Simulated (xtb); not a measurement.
ZnF, SMILES [Zn+][F], charge +1. All values are semi-empirical tight-binding results from xtb (GFN2-xTB unless named), good for trends rather than for accurate numbers. Coordinates come from a GFN2-xTB optimisation. The spin state was assumed, not searched.

For metal compounds this method's bond lengths and energies can be far off.

```yaml
point_group_as_xtb_finds_it: C∞v
orbital_gap: 1.91 eV
```
